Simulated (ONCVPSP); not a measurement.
**silicon: excitation energies, all-electron against ONCV**

```
Element                 : Si (Z = 14)
Generator               : ONCVPSP 4.0.1
Type                    : optimised norm-conserving Vanderbilt (ONCV)
Functional              : LDA (Perdew-Wang 92)
Relativity              : non-relativistic
Frozen core             : [Ne]
Valence charge          : 4
Reference configuration : 3s2 (charge +2)
Partial waves           : 3s: rc 1.55 bohr, ncon 4, nbas 8, qcut 4.5 1/bohr, 1 projector; p scattering state at 0.17 Ha: rc 1.35 bohr, ncon 4, nbas 8, qcut 4.9 1/bohr, 2 projectors, debl 2.9 Ha; d scattering state at 0.17 Ha: rc 1.35 bohr, ncon 5, nbas 9, qcut 6.6 1/bohr, local
Local potential         : the d channel
Core correction         : Teter function, fcfact 3.75, rcfact 1.35
```

In the p channel the program set the typed energies aside and used 0.050, 2.950 Ha.

Energies are relative to the spin-unpolarised reference configuration 3s2; without spin polarisation the order of configurations can differ from experiment.

| valence configuration | charge | ΔE all-electron (eV) | error AE − PS (meV) |
| --- | --- | --- | --- |
| 3s2 3p1 | +1 | -16.120 | +51 |
| 3s1 | +3 | 34.068 | +29 |

(1) What are ΔE and the potential's error for 3s1 3p3?

(2) What are ΔE and the potential's error for 3s2 3p2?

Levels in the configuration 3s1:

```csv
level,all-electron (eV),pseudo (eV)
3s,-39.605,-39.544
```

Results:

(1) ΔE = -17.203 eV all-electron; the error (AE − PS) is +123 meV.

(2) ΔE = -23.953 eV all-electron; the error (AE − PS) is +94 meV.
